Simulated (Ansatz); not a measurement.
AlFGeH$_{5}$N (`[NH2][AlH][GeH2][F]`), charge 0, multiplicity 1.

**Question.** Give a relaxed structure at PBE0-D4/def2-TZVP (the Gaussian-basis code of Ansatz). (Best estimate.)

**Answer.** Ansatz gave: 
Z-matrix (Å, degrees):
```
Ge
Al 1 2.486
F 1 1.765 2 103.7
H 1 1.545 2 117.8 3 -114.7
H 1 1.545 2 117.8 3 114.7
N 2 1.760 1 112.4 3 0.1
H 2 1.582 1 126.6 3 -179.9
H 6 1.008 2 122.8 1 -0.0
H 6 1.007 2 126.5 1 180.0
```
Point group Cs.
This is one stationary point; other conformers may exist.
